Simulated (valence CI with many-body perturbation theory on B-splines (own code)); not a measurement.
# E1 line list for Eu48+

Level of theory: valence CI with perturbative core correlation (CI+MBPT): five valence electrons over a frozen Dirac-Fock core [Ne], radial functions for each j: 11 s, 11 p, 10 d, 8 f, 5 g, 2 h, with the one-electron correlation potential Σ1 (screened to all orders), the two-electron term Σ2, the three-electron term Σ3, Breit, model QED; selected single and double excitations, second order for the rest, scaled by the run's own slope (own B-spline code, finite nucleus).

The last digits are not significant, and no measured levels were compared; by estimate large intervals hold to a few tenths of a per cent, small ones and those within an open d or f shell to about a per cent. Among the levels kept, up to 3300 cm⁻¹ of a level comes from second order outside the variational space, and about a tenth of that is noise between levels of different J, which matters for small intervals.

Lines 51 to 100 of 582 in falling wavelength, among levels below 821.56 eV, chosen from the strongest by gf and those to the six lowest levels. Wavelengths and rates use the calculated energies. Electric multipoles are in the length gauge, E1 and E2 with the static RPA response of the core. Weak lines are less certain than strong ones. Lines between different terms over intervals too small for the method are left out, as are lines whose strength nearly cancels. Where a level lies close to another of its J and parity, the split of strength between their lines is uncertain. The highest levels of a list are the least certain.

Levels are named by their leading jj configuration (3d3/2^4 stands for four electrons in 3d with j = 3/2), which in mixed levels can hold well under half, so a name can repeat and another be missing. Letters in brackets count levels of one name in rising energy.

```csv
λ vac (Å),Upper,Lower,A (s⁻¹),S (a.u.)
85.00,(3s 3p1/2^2 3d3/2 3d5/2) J=7/2 [b],(3s^2 3p1/2 3d3/2 3d5/2) J=9/2,2.25e+10,5.45e-02
84.36,(3s 3p1/2^2 3d5/2^2) J=7/2,(3s^2 3p1/2 3d5/2^2) J=9/2,2.41e+10,5.72e-02
84.13,(3s 3p1/2^2 3p3/2 3d5/2) J=5/2 [b],(3s^2 3p1/2 3p3/2 3d5/2) J=5/2 [b],8.01e+09,1.41e-02
83.92,(3s 3p1/2 3p3/2^2 3d5/2) J=3/2 [c],(3s^2 3p3/2^2 3d5/2) J=5/2 [a],1.19e+10,1.39e-02
83.59,(3s 3p1/2^2 3p3/2 3d5/2) J=5/2 [b],(3s^2 3p1/2 3p3/2 3d5/2) J=7/2 [b],2.17e+10,3.75e-02
83.46,(3s 3p1/2 3p3/2^2 3d5/2) J=5/2 [g],(3s^2 3p3/2^2 3d5/2) J=5/2 [b],1.23e+10,2.12e-02
83.32,(3s 3p1/2^2 3d5/2^2) J=7/2,(3s^2 3p1/2 3d5/2^2) J=7/2,7.89e+09,1.80e-02
82.18,(3s 3p1/2^2 3p3/2^2) J=3/2,(3s^2 3p1/2 3p3/2^2) J=5/2,2.22e+10,2.43e-02
82.09,(3s 3p1/2 3p3/2^2 3d5/2) J=3/2 [e],(3s^2 3p3/2^2 3d5/2) J=5/2 [b],1.53e+10,1.67e-02
81.84,(3s 3p1/2 3p3/2^2 3d5/2) J=7/2 [b],(3s^2 3p3/2^2 3d5/2) J=7/2,1.15e+10,2.48e-02
81.52,(3s 3p1/2^2 3d3/2 3d5/2) J=5/2 [b],(3s^2 3p1/2 3d3/2 3d5/2) J=7/2 [a],1.13e+10,1.81e-02
81.19,(3s 3p1/2^2 3d3/2 3d5/2) J=3/2 [b],(3s^2 3p1/2 3d3/2 3d5/2) J=5/2 [a],1.14e+10,1.21e-02
80.02,(3s 3p1/2^2 3p3/2 3d3/2) J=3/2 [b],(3s^2 3p1/2 3p3/2 3d3/2) J=5/2 [a],1.44e+10,1.45e-02
79.48,(3s 3p1/2 3p3/2 3d3/2^2) J=5/2,(3s 3p1/2 3p3/2^2 3d3/2) J=7/2 [b],7.95e+09,1.18e-02
79.17,(3s 3p1/2 3p3/2^3) J=3/2 [b],(3s^2 3p3/2^3) J=3/2,1.48e+10,1.45e-02
78.99,(3s 3p1/2^2 3p3/2 3d3/2) J=5/2 [b],(3s^2 3p1/2 3p3/2 3d3/2) J=7/2,2.81e+10,4.10e-02
78.81,(3s 3p1/2^2 3p3/2 3d5/2) J=7/2 [b],(3s^2 3p1/2 3p3/2 3d5/2) J=9/2,2.39e+10,4.63e-02
78.50,(3s 3p1/2^2 3d3/2^2) J=3/2,(3s 3p1/2^2 3p3/2 3d3/2) J=5/2 [b],1.49e+10,1.43e-02
78.30,(3s 3p1/2 3p3/2^2 3d5/2) J=7/2 [c],(3s^2 3p3/2^2 3d5/2) J=9/2,1.69e+10,3.20e-02
77.32,(3s 3p1/2 3p3/2^2 3d5/2) J=9/2 [c],(3s^2 3p3/2^2 3d5/2) J=9/2,1.78e+10,4.06e-02
77.13,(3s 3p1/2^2 3p3/2^2) J=3/2,(3s^2 3p1/2 3p3/2^2) J=3/2,9.40e+09,8.51e-03
76.65,(3p1/2^2 3p3/2^2 3d3/2) J=7/2,(3s 3p1/2 3p3/2^2 3d3/2) J=9/2,4.14e+10,7.36e-02
76.63,(3s 3p1/2 3p3/2^2 3d3/2) J=3/2 [b],(3s 3p1/2 3p3/2^3) J=5/2,2.53e+10,2.24e-02
75.27,(3s^2 3p1/2 3p3/2 3d3/2) J=3/2 [a],(3s^2 3p1/2 3p3/2^2) J=1/2,1.00e+09,8.46e-04
75.16,(3s^2 3p1/2 3p3/2 3d3/2) J=1/2 [a],(3s^2 3p1/2 3p3/2^2) J=1/2,1.03e+09,4.32e-04
75.07,(3p1/2^2 3p3/2^2 3d3/2) J=3/2,(3s 3p1/2 3p3/2^2 3d3/2) J=5/2 [a],2.13e+10,1.78e-02
74.62,(3p1/2^2 3p3/2^2 3d3/2) J=5/2,(3s 3p1/2 3p3/2^2 3d3/2) J=7/2 [a],3.82e+10,4.71e-02
73.82,(3s 3p1/2^2 3p3/2 3d5/2) J=7/2 [b],(3s^2 3p1/2 3p3/2 3d5/2) J=7/2 [a],1.11e+10,1.77e-02
73.76,(3s 3p1/2^2 3p3/2 3d3/2) J=1/2 [b],(3s^2 3p1/2 3p3/2 3d3/2) J=3/2 [a],2.70e+10,1.07e-02
72.89,(3s 3p1/2 3p3/2 3d3/2^2) J=7/2,(3s 3p1/2 3p3/2^2 3d3/2) J=9/2,1.11e+10,1.69e-02
71.35,(3s 3p1/2 3p3/2^2 3d5/2) J=7/2 [e],(3s^2 3p3/2^2 3d5/2) J=7/2,7.43e+09,1.07e-02
70.83,(3s^2 3p1/2 3p3/2 3d3/2) J=5/2 [a],(3s^2 3p1/2 3p3/2^2) J=5/2,2.92e+09,3.08e-03
70.01,(3s^2 3p1/2 3p3/2 3d3/2) J=3/2 [a],(3s^2 3p1/2 3p3/2^2) J=5/2,7.42e+09,5.02e-03
67.03,(3s^2 3p1/2 3p3/2 3d3/2) J=7/2,(3s^2 3p1/2 3p3/2^2) J=5/2,1.62e+08,1.93e-04
66.53,(3s^2 3p1/2^2 3d3/2) J=3/2,(3s^2 3p1/2^2 3p3/2) J=3/2,6.60e+09,3.84e-03
66.31,(3s^2 3p1/2 3p3/2 3d3/2) J=3/2 [a],(3s^2 3p1/2 3p3/2^2) J=3/2,6.05e+08,3.48e-04
66.22,(3s^2 3p1/2 3p3/2 3d3/2) J=1/2 [a],(3s^2 3p1/2 3p3/2^2) J=3/2,2.26e+09,6.48e-04
66.12,(3s 3p1/2^2 3d3/2 3d5/2) J=7/2 [b],(3s 3p1/2^2 3p3/2 3d5/2) J=7/2 [b],8.62e+09,9.84e-03
63.33,(3s^2 3p3/2 3d5/2^2) J=5/2 [a],(3s^2 3p3/2^2 3d5/2) J=3/2,1.23e+10,9.21e-03
62.31,(3s^2 3p1/2 3d3/2 3d5/2) J=9/2,(3s^2 3p1/2 3p3/2 3d5/2) J=9/2,1.10e+10,1.31e-02
61.60,(3s 3p1/2^2 3d3/2 3d5/2) J=7/2 [b],(3s 3p1/2^2 3p3/2 3d5/2) J=7/2 [a],1.49e+10,1.38e-02
60.99,(3s^2 3p1/2 3p3/2 3d3/2) J=3/2 [b],(3s^2 3p1/2 3p3/2^2) J=1/2,2.01e+08,9.00e-05
60.91,(3s^2 3p1/2 3p3/2 3d3/2) J=1/2 [b],(3s^2 3p1/2 3p3/2^2) J=1/2,3.41e+08,7.62e-05
59.58,(3s^2 3p1/2 3p3/2 3d5/2) J=3/2 [a],(3s^2 3p1/2 3p3/2^2) J=1/2,5.26e+08,2.20e-04
59.38,(3s^2 3p1/2 3p3/2 3d3/2) J=5/2 [b],(3s^2 3p1/2 3p3/2^2) J=5/2,1.59e+09,9.85e-04
58.11,(3s^2 3p1/2 3p3/2 3d5/2) J=7/2 [a],(3s^2 3p1/2 3p3/2^2) J=5/2,4.95e+08,3.84e-04
57.95,(3s 3p1/2^2 3d5/2^2) J=5/2,(3s 3p1/2^2 3p3/2 3d5/2) J=3/2 [b],2.30e+10,1.32e-02
57.67,(3s 3p1/2^2 3d3/2 3d5/2) J=9/2,(3s 3p1/2^2 3p3/2 3d5/2) J=9/2,2.26e+10,2.14e-02
57.49,(3s^2 3p1/2 3p3/2 3d3/2) J=3/2 [b],(3s^2 3p1/2 3p3/2^2) J=5/2,5.23e+08,1.96e-04
57.15,(3s^2 3p3/2 3d5/2^2) J=7/2 [a],(3s^2 3p3/2^2 3d5/2) J=5/2 [a],2.96e+10,2.18e-02
```
